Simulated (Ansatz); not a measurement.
`CB[TeH]` + `[InH2][CH]1BO1` → `[InH2][BH][TeH]` + `CC1BO1` at 400 K and 1 bar (redistribution).

Calculated with Ansatz (gas phase, PBE0-D4/def2-TZVP geometries, no zero-point term in ΔE). CBS: MP2 limit from def2 TZ/QZ plus the TZ coupled-cluster correction, frozen cores. Elements past krypton have def2 core potentials. For In, Te outer-core shells are correlated without core-valence functions, which leaves a few kJ/mol of doubt a bond.

```json
{"species": "`CB[TeH]`", "CCSD(T)/CBS energy (Eh)": "-333.59211", "H − E (kJ/mol)": "171.5", "S (J/(mol·K))": "335.1"}
{"species": "`[InH2][CH]1BO1`", "CCSD(T)/CBS energy (Eh)": "-330.18240", "H − E (kJ/mol)": "141.9", "S (J/(mol·K))": "357.8"}
{"species": "`[InH2][BH][TeH]`", "CCSD(T)/CBS energy (Eh)": "-484.70285", "H − E (kJ/mol)": "110.2", "S (J/(mol·K))": "381.9"}
{"species": "`CC1BO1`", "CCSD(T)/CBS energy (Eh)": "-179.06768", "H − E (kJ/mol)": "207.6", "S (J/(mol·K))": "304.5"}
```

H − E and S are ideal-gas, rigid-rotor, harmonic terms from PBE0-D4/def2-TZVP, for one conformer and one mirror image of each species. 1 Eh = 2625.50 kJ/mol, R = 8.31446 J/(mol·K).

Problem. By hand: ΔE, ΔH, ΔS and ΔG.

Solution. ΔE = (-484.70285) + (-179.06768) − (-333.59211) − (-330.18240) = 0.00398 Eh = 10.4 kJ/mol. Δ(H − E) = 110.2 + 207.6 − 171.5 − 141.9 = 4.4, so ΔH = 14.8 kJ/mol. ΔS = 381.9 + 304.5 − 335.1 − 357.8 = -6.5 J/(mol·K). ΔG = 14.8 − 400 × (-6.5)/1000 = 17.4 kJ/mol.

Problem. By hand: the equilibrium constant, and the temperature at which ΔG would vanish if ΔH and ΔS stayed fixed.

Solution. log₁₀ K = −ΔG/(RT ln 10) = -2.3. ΔH and −TΔS have one sign here, so there is no such temperature.

The number of gas molecules stays the same, so ΔS is small and ΔH decides. A doubt of 5 kJ/mol in ΔE shifts log₁₀ K by 0.7 here. Other conformers and mirror images would add mixing entropy, several J/(mol·K) or more a flexible species. These are equilibria of isolated gas molecules and say nothing of rates. Largest T1 diagnostic: 0.016 (customary marks: 0.02 for closed shells, 0.045 for open ones).

ΔS is within the doubt of such terms, so its sign, and with it that verdict, could turn.
